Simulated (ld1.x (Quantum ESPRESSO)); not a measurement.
**u(r) = r·R(r): atom against pseudo-atom (silver)**

Columns: radius, all-electron u(r) and pseudo u(r) of the 4d shell (level -7.66 eV) of silver in the configuration [Kr] 4d10 5s1 5p0; LDA (PZ), scalar-relativistic, PAW scheme, ld1.x (Quantum ESPRESSO) 7.5.

| r (bohr) | all-electron | pseudo |
| --- | --- | --- |
| 0.225 | 0.4501 | -0.0186 |
| 0.450 | -0.0594 | -0.1295 |
| 0.675 | -0.6233 | -0.3458 |
| 0.900 | -0.8623 | -0.5886 |
| 1.125 | -0.8824 | -0.7502 |
| 1.350 | -0.8072 | -0.7772 |
| 1.575 | -0.7032 | -0.7024 |
| 1.800 | -0.5988 | -0.5988 |
| 2.025 | -0.5044 | -0.5044 |
| 2.250 | -0.4227 | -0.4227 |
| 2.475 | -0.3535 | -0.3535 |
| 2.700 | -0.2954 | -0.2954 |
| 2.925 | -0.2469 | -0.2469 |
| 3.150 | -0.2064 | -0.2064 |
| 3.375 | -0.1726 | -0.1726 |
| 3.600 | -0.1445 | -0.1445 |
| 3.825 | -0.1209 | -0.1209 |
| 4.050 | -0.1013 | -0.1013 |
| 4.275 | -0.0849 | -0.0849 |
| 4.500 | -0.0712 | -0.0712 |
| 4.725 | -0.0596 | -0.0596 |
| 4.950 | -0.0500 | -0.0500 |
| 5.175 | -0.0420 | -0.0420 |
| 5.400 | -0.0352 | -0.0352 |
| 5.625 | -0.0295 | -0.0295 |
| 5.850 | -0.0248 | -0.0248 |

Task: How many radial nodes do the two functions have?

Result: The all-electron 4d function has n − l − 1 = 1; the pseudo-wave has 0, since the states of the same l below it are removed with the core.

Task: At about which radius was the pseudo-wave matched?

Result: 1.80 bohr, where the columns begin to agree (steps of 0.23 bohr).

Task: Is the pseudo-wave norm-conserving?

Result: No, it belongs to a PAW set: the norm inside the radius is not constrained, and the difference is carried by the augmentation charge.
